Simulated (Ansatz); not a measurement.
Relaxing a trial structure of C4H8AlCl

The starting geometry of this gas-phase singlet was optimised with GFN2-xTB; its bonds are those of `C=C[CH2][Al]([CH3])[Cl]`.

```xyz
14

C     0.2687   -2.0923    0.0131
C    -0.9423   -1.5703   -0.1071
C    -1.6455   -0.7951    0.9480
C    -0.4151    2.0259   -0.7932
Al   -1.5019    1.2004    0.6551
Cl   -2.5402    2.3758    1.9528
H     0.7388   -2.6351   -0.7889
H     0.8383   -1.9952    0.9239
H    -1.4805   -1.6852   -1.0407
H    -2.7079   -1.0749    0.9786
H    -1.2302   -1.0381    1.9360
H     0.3143    2.7407   -0.3982
H     0.1376    1.2828   -1.3717
H    -1.0364    2.5890   -1.4975
```

Question: Predict what it relaxes into with PBE-D3(BJ)/def2-SVP.

Answer: A new bond forms, giving a structure given below by its coordinates. Contacts that close: C2–Al5 (2.93 → 2.23 Å).

The energy falls by 0.33 eV over 57 steps:

```csv
step,E − E(last) (eV)
1,0.332
7,0.147
13,0.146
20,0.146
26,0.145
32,0.144
38,0.139
45,0.088
51,0.014
57,0.000
```

Final geometry (Å):

```yaml
atoms:
  - { symbol: C, position_ang: [-0.3871, -1.5123, -0.6929] }
  - { symbol: C, position_ang: [-1.3145, -1.5600, 0.3252] }
  - { symbol: C, position_ang: [-1.2757, -0.7510, 1.5519] }
  - { symbol: C, position_ang: [0.0699, 1.8464, -0.2894] }
  - { symbol: Al, position_ang: [-1.4295, 0.6550, 0.1121] }
  - { symbol: Cl, position_ang: [-3.3705, 1.0653, -0.6874] }
  - { symbol: H, position_ang: [-0.5772, -2.0163, -1.6513] }
  - { symbol: H, position_ang: [0.6186, -1.0841, -0.5426] }
  - { symbol: H, position_ang: [-2.2784, -2.0518, 0.0945] }
  - { symbol: H, position_ang: [-2.0764, -0.9430, 2.2824] }
  - { symbol: H, position_ang: [-0.2784, -0.6273, 2.0161] }
  - { symbol: H, position_ang: [-0.1182, 2.8449, 0.1583] }
  - { symbol: H, position_ang: [1.0310, 1.4703, 0.1158] }
  - { symbol: H, position_ang: [0.1842, 1.9921, -1.3826] }
```

The end wasn't checked by frequencies. Run with Ansatz 0.2.0, 5.4 min on 2 threads of AMD EPYC (Zen 3), with other jobs on the host.
